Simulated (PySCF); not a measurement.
PySCF 2.14 output of an unrestricted PBE calculation on a single atom or ion in cc-pVTZ-PP with ECP10MDF, with scalar relativity through the core potential:

```
SCF conv_tol = 1e-09
number electrons alpha = 9  beta = 8
    J. P. Perdew, K. Burke, and M. Ernzerhof.,  Phys. Rev. Lett. 77, 3865 (1996)
    J. P. Perdew, K. Burke, and M. Ernzerhof.,  Phys. Rev. Lett. 78, 1396 (1997)
    J. P. Perdew, K. Burke, and M. Ernzerhof.,  Phys. Rev. Lett. 77, 3865 (1996)
    J. P. Perdew, K. Burke, and M. Ernzerhof.,  Phys. Rev. Lett. 78, 1396 (1997)
cycle= 1 E= -224.614942248386  delta_E= -0.0169  |g|= 0.0673  |ddm|= 0.253
cycle= 2 E= -224.614444990377  delta_E= 0.000497  |g|= 0.105  |ddm|= 0.0495
cycle= 3 E= -224.615703374916  delta_E= -0.00126  |g|= 0.00574  |ddm|= 0.0328
cycle= 4 E= -224.615708444482  delta_E= -5.07e-06  |g|= 0.000134  |ddm|= 0.00235
cycle= 5 E= -224.615708447162  delta_E= -2.68e-09  |g|= 2.63e-05  |ddm|= 6.77e-05
cycle= 6 E= -224.615708447263  delta_E= -1.01e-10  |g|= 1.28e-06  |ddm|= 1.21e-05
converged SCF energy = -224.615708447263  <S^2> = 0.7503714  2S+1 = 2.0003714
```

The run itself started from symmetry-adapted Hartree-Fock orbitals and held the occupation by maximum overlap, on a logarithmic radial grid, so the iterations belong to that start.

Question: Which element, charge and spin multiplicity is this?

Answer: Zn³⁺ (zinc, charge +3), multiplicity 2; the state was [Ar] 3d9, 2D determinant.

Energies and moments cover only the electrons outside the core potential.
